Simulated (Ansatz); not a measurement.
Breaking the Al1–H2 bond in CH5AlO (SMILES C[O][AlH2]) (multiplicity 1 held, fragments rigid). Energies count from the point at 1.571 Å.
Geometry at that point (charge 0, multiplicity 1):
```xyz
8

Al    -0.48448     0.89781     0.62601
H     -0.45267     1.21771     2.16386
H     -1.22107     1.77313    -0.46313
O      0.33969    -0.49209     0.13374
C      0.56151    -1.13057    -1.10068
H      0.08823    -0.60053    -1.93547
H      1.63509    -1.19352    -1.29911
H      0.16204    -2.14812    -1.07007
```

Signs of static correlation in cc-pV(T+d)Z, with CASSCF(2,2), from Ansatz (a program for electronic structure) runs.

```
R (Å)  T1 of restricted CCSD  ⟨S²⟩ of UHF  largest double amplitude of restricted CCSD  weight of the CASSCF reference in MRCISD  CASSCF natural occupations
-----  ---------------------  -----------  -------------------------------------------  ----------------------------------------  --------------------------
1.257                  0.012        0.000                                        0.024                                     0.889                   1.99 0.01
1.414                  0.012        0.000                                        0.024                                     0.889                   1.98 0.02
1.571                  0.013        0.000                                        0.028                                     0.889                   1.98 0.02
1.728                  0.013        0.000                                        0.040                                     0.889                   1.97 0.03
1.885                  0.013        0.000                                        0.043                                     0.889                   1.96 0.04
2.121                  0.014        0.000                                        0.090                                     0.889                   1.93 0.07
2.357                  0.016        0.138                                        0.144                                     0.890                   1.89 0.11
2.749                  0.022        0.667                                          ___                                     0.890                   1.79 0.21
3.142                  0.034        0.873                                        0.375                                     0.891                   1.63 0.37
3.614                  0.053        0.963                                        0.558                                     0.891                   1.42 0.58
4.242                    ___        0.996                                        0.785                                     0.891                   1.21 0.79
5.028                  0.089        1.004                                        0.957                                     0.891                   1.08 0.92
```

Question: Fill in the missing entries.

Answer: 
- 2.749, largest double amplitude of restricted CCSD: 0.246
- 4.242, T1 of restricted CCSD: 0.076

Doubts at one or more of the structures used: a restricted determinant that unrestricted orbitals would lower (R-CCSD(T)/cc-pV(T+d)Z); other coupled-cluster roots lie near (R-CCSD(T)/cc-pV(T+d)Z); T1 above 0.05 (R-CCSD(T)/cc-pV(T+d)Z, U-CCSD(T)/cc-pV(T+d)Z); a spin-contaminated determinant (U-CCSD(T)/cc-pV(T+d)Z).
